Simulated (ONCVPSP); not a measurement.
# Configuration tests for Bi (ONCV)

| Quantity | Value |
| --- | --- |
| Element | Bi |
| Generator | ONCVPSP 4.0.1 |
| Type | optimised norm-conserving Vanderbilt (ONCV) |
| Functional | Wu-Cohen |
| Relativity | fully relativistic |
| Frozen core | [Kr] 4d10 4f14 |
| Valence charge | 23 |
| Reference configuration | 5s2 5p6 5d10 6s2 6p2 (charge +1) |
| Partial waves | 5s+6s: rc 1.50 bohr, ncon 3, nbas 6, qcut 9.3 1/bohr, 2 projectors; 5p+6p: rc 1.65 bohr, ncon 4, nbas 7, qcut 10.1 1/bohr, 2 projectors; 5d: rc 1.55 bohr, ncon 4, nbas 9, qcut 11.8 1/bohr, 2 projectors, debl 3.2 Ha |
| Local potential | polynomial inside 1.05 bohr (lpopt 1, dvloc0 6 Ha) |
| Core correction | polynomial model core, fcfact 0.4 |

Open shells are filled in proportion to 2j + 1.

Energies are relative to the spin-unpolarised reference configuration 5s2 5p6 5d10 6s2 6p2; without spin polarisation the order of configurations can differ from experiment.

```json
{"valence configuration": "5s2 5p6 5d10 6s2 6p0", "charge": "+3", "ΔE all-electron (eV)": "39.074", "error AE − PS (meV)": "-0.7"}
{"valence configuration": "5s2 5p6 5d10 6s1 6p3", "charge": "+1", "ΔE all-electron (eV)": "10.631", "error AE − PS (meV)": "-1.7"}
```

(1) What are ΔE and the potential's error for 5s2 5p6 5d10 6s2 6p3?

(2) What are ΔE and the potential's error for 5s2 5p6 5d10 6s2 6p1?

Levels in the configuration 5s2 5p6 5d10 6s2 6p3:

| level | all-electron (eV) | pseudo (eV) |
| --- | --- | --- |
| 5s j=1/2 | -157.206 | -157.198 |
| 5p j=3/2 | -89.075 | -89.071 |
| 5p j=1/2 | -113.798 | -113.793 |
| 5d j=5/2 | -25.680 | -25.681 |
| 5d j=3/2 | -28.680 | -28.680 |
| 6s j=1/2 | -14.451 | -14.451 |
| 6p j=3/2 | -4.082 | -4.082 |
| 6p j=1/2 | -6.030 | -6.030 |

Results:

(1) ΔE = -8.101 eV all-electron; the error (AE − PS) is -0.2 meV.

(2) ΔE = 15.482 eV all-electron; the error (AE − PS) is +0.1 meV.
